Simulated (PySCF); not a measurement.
**Dipole response of Ag(2+) (silver, charge +2)**

[Kr] 4d9, 2D determinant. All numbers are calculated (PySCF 2.14, scalar relativity by spin-free X2C-1e, in ANO-RCC-VTZP (7s6p4d2f1g, 68 functions)). Coupled (time-dependent) response in atomic units; α is the mean over directions. The basis has no added diffuse functions, which lowers α and C₆.

```json
{"method": "MN15", "mean α (bohr³)": "5.815", "α xx, yy, zz": "5.680, 5.680, 6.084", "C₆ (like pair)": "29.61", "S(−4)": "8.299"}
```

S(−4) is the Cauchy moment in α(ω) = α(0) + S(−4) ω² + …

Spin-orbit coupling is absent.

α(iu) at MN15:

| u (hartree) | α(iu) (bohr³) |
| --- | --- |
| 0 | 5.815 |
| 0.0500 | 5.794 |
| 0.100 | 5.734 |
| 0.200 | 5.514 |
| 0.300 | 5.208 |
| 0.500 | 4.532 |
| 0.750 | 3.795 |
| 1.00 | 3.214 |
| 1.50 | 2.362 |
| 2.00 | 1.775 |
| 3.00 | 1.067 |
| 5.00 | 0.4856 |

A single London oscillator, α(iu) = α/(1 + u²/ω²), gives C₆ = (3/4) ω α². Matching the computed C₆ needs ω = 4 × 29.61 / (3 × 5.815²) = 1.17 hartree.

For an ion, C₆ is the dispersion term alone; charge-induced terms of lower order in 1/R come first.

The components differ because the open shell of this determinant is not spherical; for a pure term their mean is the scalar polarisability.
